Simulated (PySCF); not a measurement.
Constitutional and geometric isomers with formula H5B3O. Isolated molecules, 0 K electronic values unless said otherwise. One relaxed conformer stands for each flexible species; it need not be the lowest. Strings in code marks are SMILES.

The S1–T1 gap (TDA) from two functionals at the same geometries (r2SCAN-D4/def2-TZVP), both in PySCF: PBE-D3(BJ)/def2-TZVP and r2SCAN-D4/def2-TZVP. Excitations are Tamm–Dancoff values on a coarser integration grid. The basis has no diffuse functions, so Rydberg states are missing or too high.

```json
[
 {"species": "`BB(B)O`", "PBE-D3(BJ)/def2-TZVP (eV)": "0.97", "r2SCAN-D4/def2-TZVP (eV)": "1.11"},
 {"species": "`BBOB`", "PBE-D3(BJ)/def2-TZVP (eV)": "0.76", "r2SCAN-D4/def2-TZVP (eV)": "0.94"},
 {"species": "`BBBO`", "PBE-D3(BJ)/def2-TZVP (eV)": "0.71", "r2SCAN-D4/def2-TZVP (eV)": "0.89"}
]
```

Over these rows, drawn at random from the members with no instability flagged (it was tested for open shells, ions and some series alone), PBE minus r2SCAN-D4: mean -0.16 eV, from -0.18 eV to -0.14 eV.
